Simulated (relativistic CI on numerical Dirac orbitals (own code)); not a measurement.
# Hg XV: computed level list

Method of calculation: Dirac-Coulomb-Breit CI, separate exchange-only KLI orbitals for each configuration, QED by a radiative potential, unscaled Slater integrals (own radial code, finite nucleus).

CI space (outside the closed core [Kr] 4d10): 4f¹⁴5s²5p⁴, 4f¹⁴5s5p⁵, 4f¹⁴5s²5p³5d, 4f¹⁴5p⁶, 4f¹³5s²5p⁵, 4f¹⁴5s5p⁴5d, 4f¹⁴5s²5p³5f, 4f¹⁴5s²5p³5g, 4f¹⁴5s5p⁴5f, 4f¹⁴5s²5p³6s, 4f¹³5s²5p⁴5d, 4f¹⁴5p⁵5d, 4f¹⁴5s²5p³6p, 4f¹⁴5s5p³5d², 4f¹⁴5s5p⁴5g, 4f¹⁴5s²5p²5d5f, 4f¹³5s²5p⁴6s, 4f¹⁴5p⁵6s, 4f¹⁴5s²5p³6d, 4f¹⁴5s5p⁴6s, 4f¹⁴5s²5p²5d², 4f¹⁴5s²5p5d³, 4f¹⁴5s5p²5d³, 4f¹⁴5s²5p5d²5f, 4f¹⁴5s²5p5d²5g, 4f¹⁴5p⁴5d², 4f¹⁴5p³5d³, 4f¹³5p⁵5d², 4f¹⁴5p³5d²5f, 4f¹⁴5p³5d²5g, 4f¹⁴5s²5p²5d6s, 4f¹⁴5s²5p5d²6s, 4f¹⁴5s5p²5d²6s, 4f¹⁴5s²5p5d5f6s, 4f¹⁴5s²5p5d5g6s, 4f¹⁴5s²5p²6s², 4f¹⁴5s²5p5d6s², 4f¹⁴5s5p²5d6s², 4f¹⁴5s²5p5f6s², 4f¹⁴5s²5p5g6s². Double excitations out of closed p, d and f shells are left out; levels of such configurations are missing from the list, as are those of other unlisted configurations, and high levels can miss mixing partners. Some configurations lack a partner that the ground configuration has and come out too high, among them 4f¹³5s²5p⁴5d, 4f¹³5s²5p⁴6s, 4f¹⁴5s5p⁴5f, 4f¹⁴5s²5p³6p, 4f¹⁴5s5p⁴5g.

The lowest level is 4f¹⁴5s²5p⁴ ³P2, with 71 % of that term; Hund's rules for 4f¹⁴5s²5p⁴ give ³P with J = 2, in agreement.

| No. | Configuration | Term | J | E (cm⁻¹) | % | Landé g | Lifetime (s) |
| --- | --- | --- | --- | --- | --- | --- | --- |
| 1 | 4f¹⁴5s²5p⁴ | ³P | 2 | 0 | 71 | 1.361 |  |
| 2 | 4f¹⁴5s²5p⁴ | ¹S | 0 | 32733 | 57 |  | 3.47e-01 |
| 3 | 4f¹⁴5s²5p⁴ | ³P | 1 | 175772 | 98 | 1.500 | 9.07e-06 |
| 4 | 4f¹⁴5s²5p⁴ | ¹D | 2 | 192960 | 71 | 1.138 | 1.59e-05 |
| 5 | 4f¹⁴5s²5p⁴ | ³P | 0 | 383512 | 57 |  | 3.41e-06 |
| 6 | 4f¹⁴5s5p⁵ | ³P° | 2 | 492670 | 57 | 1.434 | 3.32e-10 |
| 7 | 4f¹⁴5s²5p³5d | ⁵D° | 1 | 503669 | 23 | 1.202 | 8.55e-10 |
| 8 | 4f¹³5s²5p⁵ | ³F | 4 | 510401 | 78 | 1.198 | 1.25e-05 |
| 9 | 4f¹⁴5s²5p³5d | ³F° | 2 | 510860 | 30 | 1.057 | 2.92e-10 |
| 10 | 4f¹³5s²5p⁵ | ¹F | 3 | 512331 | 52 | 1.110 | 1.77e-05 |
| 11 | 4f¹⁴5s²5p³5d | ³P° | 0 | 515170 | 50 |  | 1.36e-08 |
| 12 | 4f¹⁴5s²5p³5d | ³F° | 3 | 516890 | 28 | 1.187 | 1.40e-09 |
| 13 | 4f¹³5s²5p⁵ | ³G | 5 | 518052 | 100 | 1.198 | 1.24e+00 |
| 14 | 4f¹³5s²5p⁵ | ¹D | 2 | 532701 | 57 | 1.020 | 1.08e-05 |
| 15 | 4f¹³5s²5p⁵ | ³F | 3 | 541119 | 57 | 1.014 | 4.18e-05 |
| 16 | 4f¹⁴5s²5p³5d | ³F° | 4 | 541599 | 43 | 1.294 | 1.73e-04 |
| 17 | 4f¹³5s²5p⁵ | ³F | 2 | 549431 | 53 | 0.890 | 1.92e-05 |
| 18 | 4f¹³5s²5p⁵ | ³G | 4 | 557573 | 52 | 1.024 | 3.80e-05 |
| 19 | 4f¹³5s²5p⁵ | ³D | 1 | 560911 | 100 | 0.494 | 1.48e-05 |
| 20 | 4f¹⁴5s5p⁵ | ³P° | 1 | 564449 | 29 | 1.348 | 1.55e-11 |
| 21 | 4f¹⁴5s²5p³5d | ³D° | 2 | 573205 | 30 | 1.336 | 1.30e-11 |
| 22 | 4f¹⁴5s²5p³5d | ³D° | 3 | 587590 | 25 | 1.128 | 9.76e-12 |
| 23 | 4f¹⁴5s²5p³5d | ³D° | 1 | 609589 | 57 | 0.870 | 1.12e-11 |
| 24 | 4f¹⁴5s5p⁵ | ³P° | 0 | 657540 | 35 |  | 1.49e-09 |
| 25 | 4f¹⁴5s²5p³5d | ³D° | 1 | 665236 | 38 | 1.028 | 1.80e-10 |
| 26 | 4f¹⁴5s²5p³5d | ³F° | 2 | 668965 | 44 | 1.026 | 2.73e-10 |
| 27 | 4f¹⁴5s²5p³5d | ³F° | 3 | 680101 | 45 | 1.125 | 2.49e-10 |
| 28 | 4f¹⁴5s²5p³5d | ¹S° | 0 | 683303 | 44 |  | 1.28e-10 |
| 29 | 4f¹⁴5s²5p³5d | ³D° | 1 | 694296 | 39 | 0.927 | 8.22e-11 |
| 30 | 4f¹⁴5s²5p³5d | ³G° | 4 | 697182 | 66 | 1.125 | 6.41e-07 |
| 31 | 4f¹⁴5s²5p³5d | ³D° | 3 | 697603 | 64 | 1.319 | 2.93e-10 |
| 32 | 4f¹⁴5s²5p³5d | ⁵D° | 4 | 702229 | 35 | 1.249 | 1.33e-06 |
| 33 | 4f¹³5s²5p⁵ | ³D | 3 | 707970 | 61 | 1.216 | 4.30e-06 |
| 34 | 4f¹³5s²5p⁵ | ³G | 4 | 710744 | 40 | 1.071 | 5.11e-06 |
| 35 | 4f¹⁴5s²5p³5d | ³F° | 2 | 717578 | 54 | 0.881 | 3.65e-11 |
| 36 | 4f¹⁴5s²5p³5d | ³F° | 4 | 721069 | 58 | 1.156 | 3.37e-07 |
| 37 | 4f¹⁴5s²5p³5d | ³G° | 5 | 726725 | 98 | 1.199 | 1.79e-07 |
| 38 | 4f¹³5s²5p⁵ | ³G | 3 | 737141 | 76 | 0.816 | 6.00e-06 |
| 39 | 4f¹⁴5s²5p³5d | ³S° | 1 | 743789 | 41 | 1.475 | 3.18e-12 |
| 40 | 4f¹³5s²5p⁵ | ¹D | 2 | 746530 | 39 | 0.913 | 2.77e-07 |
| 41 | 4f¹⁴5s²5p³5d | ³P° | 2 | 747957 | 46 | 1.303 | 2.75e-12 |
| 42 | 4f¹⁴5s²5p³5d | ³D° | 3 | 750803 | 61 | 1.198 | 2.24e-12 |
| 43 | 4f¹⁴5s²5p³5d | ³D° | 2 | 755922 | 51 | 1.242 | 2.74e-11 |
| 44 | 4f¹⁴5s²5p³5d | ³P° | 0 | 764888 | 36 |  | 9.22e-12 |
| 45 | 4f¹⁴5s²5p³5d | ¹F° | 3 | 767254 | 34 | 1.135 | 4.62e-10 |
| 46 | 4f¹⁴5s²5p³5d | ³P° | 1 | 769536 | 37 | 1.161 | 2.97e-12 |
| 47 | 4f¹⁴5s²5p³5d | ³D° | 2 | 778426 | 38 | 1.060 | 6.29e-12 |
| 48 | 4f¹⁴5s²5p³5d | ³D° | 1 | 792376 | 33 | 1.028 | 2.66e-12 |
| 49 | 4f¹⁴5s²5p³5d | ¹F° | 3 | 793124 | 44 | 1.043 | 5.69e-12 |
| 50 | 4f¹⁴5s²5p³5d | ³S° | 1 | 810144 | 30 | 1.309 | 3.00e-12 |
| 51 | 4f¹⁴5s²5p³5d | ¹D° | 2 | 812836 | 41 | 1.194 | 2.68e-12 |
| 52 | 4f¹⁴5s²5p³5d | ³F° | 4 | 910665 | 55 | 1.223 | 1.25e-07 |
| 53 | 4f¹⁴5s²5p³5d | ³P° | 2 | 917111 | 38 | 1.263 | 9.44e-11 |
| 54 | 4f¹⁴5s²5p³5d | ³P° | 0 | 917196 | 72 |  | 2.21e-12 |
| 55 | 4f¹⁴5s²5p³5d | ³P° | 1 | 922489 | 37 | 1.233 | 2.58e-12 |
| 56 | 4f¹⁴5s²5p³5d | ³D° | 3 | 935812 | 38 | 1.189 | 4.44e-12 |
| 57 | 4f¹⁴5s²5p³5d | ³D° | 2 | 937844 | 41 | 1.029 | 2.88e-12 |
| 58 | 4f¹⁴5s²5p³5d | ¹F° | 3 | 939760 | 46 | 1.086 | 4.85e-12 |
| 59 | 4f¹⁴5s²5p³6s | ³P° | 2 | 980991 | 44 | 1.571 | 9.61e-12 |
| 60 | 4f¹⁴5s²5p³6s | ¹P° | 1 | 989252 | 29 | 1.232 | 3.48e-12 |
| 61 | 4f¹⁴5s5p⁴5d | ⁵D | 2 | 989788 | 43 | 1.460 | 1.40e-10 |
| 62 | 4f¹⁴5s5p⁴5d | ⁵D | 3 | 991673 | 50 | 1.399 | 1.98e-10 |
| 63 | 4f¹⁴5s5p⁴5d | ⁵P | 1 | 995347 | 31 | 1.760 | 1.02e-10 |
| 64 | 4f¹⁴5s5p⁴5d | ⁵D | 4 | 1001944 | 40 | 1.378 | 2.73e-10 |
| 65 | 4f¹³5s²5p⁴5d | ⁵D° | 4 | 1002870 | 56 | 1.376 | 6.94e-10 |
| 66 | 4f¹³5s²5p⁴5d | ³D° | 3 | 1006952 | 42 | 1.402 | 1.67e-09 |
| 67 | 4f¹⁴5s5p⁴5d | ³P | 0 | 1014498 | 42 |  | 1.47e-10 |
| 68 | 4f¹³5s²5p⁴5d | ³G° | 3 | 1015191 | 51 | 0.922 | 6.45e-10 |
| 69 | 4f¹³5s²5p⁴5d | ⁵F° | 5 | 1015397 | 27 | 1.222 | 2.19e-09 |
| 70 | 4f¹³5s²5p⁴5d | ³G° | 4 | 1015859 | 29 | 1.054 | 9.46e-10 |

Energies count from the lowest computed level; ° marks odd parity; lifetimes are radiative, by E1, M1, E2, M2, E3 decay to levels of this space only.

The mean weight of the leading LS term, summed over parents, in these 70 levels is 49 %, and that of the leading jj configuration (from the same eigenvectors) 81 %, so jj coupling describes them better and the LS labels are nominal.

At this charge transitions that keep the count of f electrons are usually good to a few per cent. Levels and lines within the n = 5 or 6 shells can be off by up to 10 % or somewhat more, and those that change n by about 2 %, since core polarisation is missing. Levels that differ in their count of f electrons can be misplaced by several ten thousand cm⁻¹, since the correlation energy of f electrons is missing or only estimated; rates across such gaps can be off by orders of magnitude.

LS names give the leading component of a level, which can be under half, so a name can repeat, a term be missing and a line seem to break the LS rules.
